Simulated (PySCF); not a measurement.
**CsSn: energy against distance**

Set-up: Cs def2-SVP with ECP46, Sn def2-SVP with ECP28; scalar-relativistic core potentials (PySCF 2.14). Energies in eV from Cs + Sn in their ground configurations at the same level. State: ⁴Σ⁻ (quartet), unpaired electrons σ ↑, π ↑↑.

All columns are PW91. A positive dipole means Cs(−)Sn(+).

```json
{"R (Å)": "3.091", "E (eV)": "-1.121", "μ (D)": "-7.84", "Mulliken charge on Cs (basis-dependent)": "0.43", "HOMO (eV)": "-3.08", "LUMO (eV)": "-1.98", "Mayer bond order": "1.01", "⟨S²⟩": "3.75"}
{"R (Å)": "3.235", "E (eV)": "-1.310", "μ (D)": "-8.41", "Mulliken charge on Cs (basis-dependent)": "0.43", "HOMO (eV)": "-3.06", "LUMO (eV)": "-2.03", "Mayer bond order": "0.98", "⟨S²⟩": "3.75"}
{"R (Å)": "3.378", "E (eV)": "-1.413", "μ (D)": "-8.93", "Mulliken charge on Cs (basis-dependent)": "0.44", "HOMO (eV)": "-2.96", "LUMO (eV)": "-2.08", "Mayer bond order": "0.95", "⟨S²⟩": "3.75"}
{"R (Å)": "3.486", "E (eV)": "-1.448", "μ (D)": "-9.29", "Mulliken charge on Cs (basis-dependent)": "0.45", "HOMO (eV)": "-2.89", "LUMO (eV)": "-2.11", "Mayer bond order": "0.93", "⟨S²⟩": "3.75"}
{"R (Å)": "3.594", "E (eV)": "-1.458", "μ (D)": "-9.62", "Mulliken charge on Cs (basis-dependent)": "0.45", "HOMO (eV)": "-2.83", "LUMO (eV)": "-2.14", "Mayer bond order": "0.92", "⟨S²⟩": "3.75"}
{"R (Å)": "3.702", "E (eV)": "-1.448", "μ (D)": "-9.94", "Mulliken charge on Cs (basis-dependent)": "0.45", "HOMO (eV)": "-2.78", "LUMO (eV)": "-2.16", "Mayer bond order": "0.90", "⟨S²⟩": "3.75"}
{"R (Å)": "3.846", "E (eV)": "-1.413", "μ (D)": "-10.32", "Mulliken charge on Cs (basis-dependent)": "0.45", "HOMO (eV)": "-2.72", "LUMO (eV)": "-2.19", "Mayer bond order": "0.89", "⟨S²⟩": "3.75"}
{"R (Å)": "4.025", "E (eV)": "-1.347", "μ (D)": "-10.74", "Mulliken charge on Cs (basis-dependent)": "0.45", "HOMO (eV)": "-2.65", "LUMO (eV)": "-2.23", "Mayer bond order": "0.86", "⟨S²⟩": "3.75"}
{"R (Å)": "4.241", "E (eV)": "-1.248", "μ (D)": "-11.15", "Mulliken charge on Cs (basis-dependent)": "0.45", "HOMO (eV)": "-2.59", "LUMO (eV)": "-2.27", "Mayer bond order": "0.84", "⟨S²⟩": "3.75"}
{"R (Å)": "4.528", "E (eV)": "-1.108", "μ (D)": "-11.54", "Mulliken charge on Cs (basis-dependent)": "0.44", "HOMO (eV)": "-2.53", "LUMO (eV)": "-2.33", "Mayer bond order": "0.80", "⟨S²⟩": "3.75"}
```

A fit through these points gives, at Re = 3.589 Å, μ = -9.61 D and dμ/dR = -3.02 D/Å; the reduced mass is 63.03 u.

Problem. How strong is the fundamental in the double-harmonic approximation, I = 42.26·(dμ/dR)²/μred km/mol?

Solution. I = 42.26·(-3.02)²/63.03 = 6.11 km/mol at PW91.

These are scalar-relativistic numbers at best; spin–orbit coupling would shift them, the dissociation energy most. The state is the lowest determinant that a PBE0 search found; another state may lie lower at other levels.
